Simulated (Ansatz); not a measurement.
Reaction (cleavage of the Si–Si bond): `O[SiH](Cl)[SiH2][SiH3]` + HCl → `O[SiH](Cl)[SiH2]Cl` + SiH₄

Calculated with Ansatz (gas phase, PBE0-D4/def2-TZVP geometries, no zero-point term in ΔE). CCSD(T)/CBS is the MP2 limit (def2-TZVPP, def2-QZVPP) plus CCSD(T) − MP2 in def2-TZVPP, frozen cores. This one scheme is used for every species. DFT in def2-TZVPP. HSE06 is defined as in plane-wave codes. One conformer a species, not always the lowest.

`O[SiH](Cl)[SiH2][SiH3]`:

Z-matrix (Å, degrees):
```
Si
Cl 1 2.069
Si 1 2.340 2 105.5
O 1 1.639 2 110.6 3 -124.1
H 1 1.479 2 107.2 3 121.8
Si 3 2.339 1 109.8 2 51.2
H 3 1.490 1 109.7 2 173.2
H 3 1.492 1 108.1 2 -69.0
H 4 0.959 1 118.2 2 65.5
H 6 1.488 3 109.5 1 54.2
H 6 1.485 3 109.7 1 -65.4
H 6 1.487 3 110.6 1 174.0
```

HCl:

Cartesian coordinates in Å:
```
Cl -0.136 -0.486 0.392
H 0.136 0.486 -0.392
```

`O[SiH](Cl)[SiH2]Cl`:

Cartesian coordinates in Å:
```
O -1.091 -0.082 -1.683
Si -0.830 0.646 -0.242
Cl -2.290 0.162 1.129
Si 1.192 -0.130 0.658
Cl 1.181 -2.156 0.222
H -0.932 -1.029 -1.729
H -0.914 2.100 -0.491
H 1.295 0.028 2.129
H 2.388 0.461 0.007
```

SiH₄:

Z-matrix (Å, degrees):
```
Si
H 1 1.485
H 1 1.485 2 109.5
H 1 1.485 2 109.5 3 -120.0
H 1 1.485 2 109.5 3 120.0
```

Q: Is it downhill or uphill in electronic energy at CCSD(T)/CBS, and by how much? (Estimate.)

A: Computed: Downhill: ΔE = -19.7 kcal/mol.

Q: What do these levels give: PBE-D4, r2SCANh-D4, HSE06-D4, PBE-QIDH, LC-ωPBE, HF/CBS(def2)? (Estimate.)

A: The calculation gave: PBE-D4 -16.3, r2SCANh-D4 -19.2, HSE06-D4 -17.3, PBE-QIDH -19.4, LC-ωPBE -18.8, HF/CBS(def2) -25.0 kcal/mol.

Q: What do rigid-rotor, harmonic-oscillator terms from PBE0-D4/def2-TZVP frequencies (298.15 K, 1 bar) make of the CCSD(T)/CBS value? (Estimate.)

A: Computed: ΔZPE = +1.0 kcal/mol, ΔH = -19.4 kcal/mol, ΔS = -13 J/(mol·K), ΔG = -18.4 kcal/mol. Modes under 50 cm⁻¹ make the entropy rough.

Largest T1 diagnostic among the species: 0.013.

At CCSD(T), def2-SVP lies +1.7 kcal/mol from the extrapolated value and def2-TZVPP +0.8 kcal/mol. In def2-TZVPP, CCSD(T) changes the Hartree–Fock value by +5.9 kcal/mol (the triples alone add +0.6 kcal/mol) and MP2 by +3.7 kcal/mol. From PBE to PBE0 (25 % exact exchange), in def2-TZVPP and without D4, ΔE moves by −1.1 kcal/mol.
